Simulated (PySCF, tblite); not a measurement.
Calculations on `[NH3+][BH2-][C@@H]1C[C@@H]1OC=O`, in the order of a workflow; each names the level of the geometry that it ran on. Settings lines and outputs come from a driver script.

Compound: C₄H₁₀BNO₂.
Atom-mapped SMILES: `[NH3+:1][BH2-:2][C@@H:3]1[CH2:4][C@@H:5]1[O:6][CH:7]=[O:8]` (hydrogens: H9, H10, H11 on N1; H12, H13 on B2; H14 on C3; H15, H16 on C4; H17 on C5; H18 on C7)

Step 1: GFN2-xTB geometry optimisation, gas phase (tblite 0.8.0) (from a force-field or distance-geometry start)
```json
{"job": {"kind": "relax", "xc": "GFN2-xTB", "basis": "xTB"}, "charge": 0, "multiplicity": 1}
```
```
step      E/eV     max force
  0    -704.28400    4.183
  1    -704.80396    4.189
  2    -704.95092    2.373
...
221    -705.71412    0.049
222    -705.71422    0.023
223    -705.71427    0.016
224    -705.71430    0.015
225    -705.71432    0.009
```

Energy lowered by 33.0 kcal/mol over 225 steps; largest atomic force 0.009 eV/Å at the end. «max force» is the largest atomic force in eV/Å.

Time: 4.3 s. Hardware: Intel Xeon at 2.50 GHz, one thread, no GPU (shared host).

Step 2: GFN2-xTB harmonic vibrations, gas phase (tblite 0.8.0) (on the GFN2-xTB geometry)
```json
{"job": {"kind": "ir", "xc": "GFN2-xTB", "basis": "xTB"}, "charge": 0, "multiplicity": 1}
```
```
(table of modes left out)
```

48 modes from 109 to 3450 cm⁻¹ (unscaled, harmonic); zero-point energy 90.9 kcal/mol; all wavenumbers are real at this level.

Time: 1.6 s of wall time. Hardware: Intel Xeon at 2.50 GHz, one thread (shared host).

Step 3: TDDFT CAM-B3LYP/def2-SVPD, vertical, gas phase, core orbitals frozen in the response (PySCF 2.14.0, density-fitted response routines) (on the GFN2-xTB geometry)
```json
{"job": {"kind": "uv", "xc": "CAM-B3LYP", "basis": "def2-SVPD", "nstates": 8, "ntriplets": 3}, "charge": 0, "multiplicity": 1}
```
```
...
Static polarisability (au): isotropic 77.793, principal 67.567 80.672 85.141
Singlet excitations
state   eV       nm        f      main configurations
  1   5.9996    206.7   0.00071   H-3->L+1 0.29, H-4->L+1 0.24, H-3->L 0.13
  2   6.6652    186.0   0.01872   H->L+1 0.51, H->L 0.39
  3   6.9569    178.2   0.02491   H->L 0.50, H->L+1 0.38
  4   7.4029    167.5   0.00486   H-1->L 0.80
  5   7.4429    166.6   0.01154   H-2->L+1 0.53, H-1->L+1 0.23, H-2->L 0.14
  6   7.4901    165.5   0.02522   H-1->L+1 0.53, H-2->L 0.24
  7   7.6902    161.2   0.00683   H->L+3 0.54, H->L+2 0.18
  8   7.8218    158.5   0.01995   H-2->L 0.36, H-2->L+1 0.23
Triplet excitations (Tamm-Dancoff, eV): 5.4922 5.9643 6.6248
```

HOMO -8.80 eV, LUMO 0.83 eV; lowest singlet 6.00 eV; lowest triplet 5.49 eV (Tamm–Dancoff); mean polarisability 77.8 au.

Time: 30 s wall; peak memory 1.1 GiB. Hardware: one thread, AMD EPYC 9R45 (x86_64), shared host with 96 logical CPUs at a one-minute load of 15.

Geometry of the electronic-property runs (GFN2-xTB):
```
atom  x, y, z in Å
N1    -1.5158    1.3852   -0.4526
B2    -1.2351   -0.0232    0.3299
C3    -0.4223   -0.9169   -0.7452
C4     0.4710   -2.0633   -0.3548
C5     1.0662   -0.8277   -0.9440
O6     1.8972   -0.0554   -0.0763
C7     1.8594    1.2413   -0.1460
O8     1.1696    1.9336   -0.8559
H9    -0.5999    1.7377   -0.7587
H10   -2.1033    1.2233   -1.2631
H11   -1.9569    2.0584    0.1633
H12   -2.2988   -0.4964    0.5809
H13   -0.5988    0.2490    1.3004
H14   -0.9429   -1.0769   -1.6879
H15    0.4881   -2.9710   -0.9402
H16    0.6374   -2.2139    0.7002
H17    1.4792   -0.8450   -1.9479
H18    2.5970    1.6675    0.5566
```

 (This holds for the electronic-property runs.)

One conformer stands for the species.
